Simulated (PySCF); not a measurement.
1-bromo-1-chlorocyclopropane (C3H4BrCl), SMILES ClC1(Br)CC1. Atoms are numbered in the order given.

```xyz
9

Cl     1.2074     1.5694     0.0000
C     -0.2464     0.5579     0.0000
Br     0.1467    -1.3424     0.0000
C     -1.4482     1.0339     0.7616
C     -1.4482     1.0339    -0.7616
H     -2.0509     0.2761     1.2850
H     -1.3510     1.9980     1.2843
H     -2.0509     0.2761    -1.2850
H     -1.3510     1.9980    -1.2843
```

Coordinates come from a PBE-D3(BJ)/def2-SVP optimisation.

Two levels are set side by side: PBE/pcSseg-1 (PySCF) and KT2/pcSseg-1 (PySCF). GIAO shifts against HCl (³⁵Cl), TMS (¹H), TMS (¹³C) at the same level; non-relativistic, no solvent, atoms listed together averaged. Without spin–orbit terms, shifts of atoms bonded to Cl or Br come out too high at both levels. Differences are taken from unrounded values.

| quantity | KT2 | PBE | PBE minus KT2 |
|---|---|---|---|
| δ(³⁵Cl) of Cl1 (ppm) | 336.4 | 340.6 | 4.3 |
| δ(¹³C) of C2 (ppm) | 81.2 | 84.2 | 2.9 |
| δ(¹³C) of C4, C5 (ppm) | 30.8 | 31.2 | 0.4 |
| δ(¹H) of H6, H7, H8, H9 (ppm) | 2.01 | 1.99 | -0.02 |

Rough cost on one machine, each run with all the roots and properties that it gave: KT2 against PBE within a factor of 2.
